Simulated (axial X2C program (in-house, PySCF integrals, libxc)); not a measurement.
**Spin–orbit effects down a group: molecules with H (ions), HF**

Calculated with an axial X2C code built on PySCF integrals, spin-free (one-electron X2C) or two-component (2c: spin–orbit coupling with atomic mean-field Coulomb and Gaunt terms, which also bring small scalar terms), in Dyall basis sets with cores contracted in-house; open shells are unrestricted.

Basis sets: Ba dyall-cv3z, Be dyall-cv3z, Ca dyall-cv3z, H dyall-v3z, Mg dyall-cv3z, Sr dyall-cv3z.

```tsv
molecule	spin-free state	Re (Å)	ωe (cm⁻¹)	De (eV)	2c state	Re 2c (Å)	ωe 2c (cm⁻¹)	De 2c (eV)
BeH⁺	M_S = 0, Λ = 0	1.306	2312.0	2.08	Ω = 0	1.306	2312.0	2.08
MgH⁺	M_S = 0, Λ = 0	1.645	1816.8	1.01	Ω = 0	1.645	1816.7	1.01
CaH⁺	M_S = 0, Λ = 0	1.929	1524.9	1.24	Ω = 0	1.929	1524.8	1.24
SrH⁺	M_S = 0, Λ = 0	2.065	1424.8	1.24	Ω = 0	2.065	1424.9	1.24
BaH⁺	M_S = 0, Λ = 0	2.177	1335.6	1.59	Ω = 0	2.176	1336.5	1.59
```

Question: Work out the shifts from the spin-free to the two-component result.

Answer: 

```csv
molecule,2c state,ΔRe (Å),Δωe (cm⁻¹),ΔDe (eV)
BeH⁺,Ω = 0,0.000,0.0,0.00
MgH⁺,Ω = 0,0.000,-0.1,0.00
CaH⁺,Ω = 0,0.000,-0.1,0.00
SrH⁺,Ω = 0,0.000,0.1,0.00
BaH⁺,Ω = 0,-0.001,0.9,0.00
```

Shifts of one unit in the last digit are rounding.

Fragments in 2c: Be+ + H, Mg+ + H, Ca+ + H, Sr+ + H, Ba+ + H. Each entry is the lowest single determinant of a limited PBE0 search at one distance. De goes to single-determinant-based atoms at the same level (for ions the charge split of lowest energy) and is withheld (n/a) where an atom does not fit its ground term or J level. Main or longest-lived isotopes.
